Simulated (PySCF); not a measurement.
# V²⁺: interval between two levels

V²⁺ [Ar] 3d3 [4F9/2, M_J = 9/2] → V²⁺ [Ar] 3d2 4p1 [4G11/2, M_J = 11/2], as a difference of total energies. All numbers are calculated (PySCF 2.14, the two-component X2C-1e Hamiltonian, in x2c-TZVPall-2c with one added diffuse shell each of s, p, d type (7s8p5d1f, 63 functions)). Correlated levels: [Ne] frozen; the 6 highest virtual spinors dropped. "Screened" scales the spin-orbit matrix elements by Boettger's factors to mimic the two-electron term; Breit and QED terms are absent.

| method | interval between two levels (cm⁻¹) |
| --- | --- |
| GHF (spin-free) | 81120 |
| GMP2 (spin-free) | 83322 |
| GHF (screened spin-orbit) | 81392 |
| GMP2 (screened spin-orbit) | 83613 |

The labels give the starting determinants; with spin-orbit coupling the two ends relaxed to ⟨J²⟩ = 24.75, ⟨L²⟩ = 12.01, ⟨S²⟩ = 3.75 and ⟨J²⟩ = 35.75, ⟨L²⟩ = 20.01, ⟨S²⟩ = 3.75.
